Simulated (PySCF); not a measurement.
PySCF 2.14 output of an unrestricted BP86 calculation on a single atom or ion in aug-cc-pwCVDZ-PP with ECP28MDF (6s6p5d3f, 70 functions), with scalar relativity through the core potential:

```
SCF conv_tol = 1e-09
number electrons alpha = 9  beta = 4
    A. D. Becke.,  Phys. Rev. A 38, 3098 (1988)
    J. P. Perdew.,  Phys. Rev. B 33, 8822 (1986)
cycle= 1 E= -56.5999949689156  delta_E= -0.00773  |g|= 0.023  |ddm|= 0.772
cycle= 2 E= -56.6000194105682  delta_E= -2.44e-05  |g|= 0.0224  |ddm|= 0.214
cycle= 3 E= -56.6002859779773  delta_E= -0.000267  |g|= 0.00345  |ddm|= 0.0442
cycle= 4 E= -56.6002912428263  delta_E= -5.26e-06  |g|= 0.000282  |ddm|= 0.019
cycle= 5 E= -56.6002912965942  delta_E= -5.38e-08  |g|= 3.71e-05  |ddm|= 0.0082
cycle= 6 E= -56.6002912976321  delta_E= -1.04e-09  |g|= 4.11e-06  |ddm|= 0.000217
cycle= 7 E= -56.6002912976458  delta_E= -1.37e-11  |g|= 5.89e-08  |ddm|= 6.08e-05
converged SCF energy = -56.6002912976458  <S^2> = 8.7505814  2S+1 = 6.0001938
```

The run itself started from symmetry-adapted Hartree-Fock orbitals and held the occupation by maximum overlap, on a logarithmic radial grid, so the iterations belong to that start.

Q: Which element, charge and spin multiplicity is this?

A: Nb (niobium, neutral), multiplicity 6; the state was [Kr] 4d4 5p1, one real determinant (an excited configuration).

⟨L²⟩ = 8.00 against 12 for a pure F term, so this real determinant mixes terms. Energies and moments cover only the electrons outside the core potential.
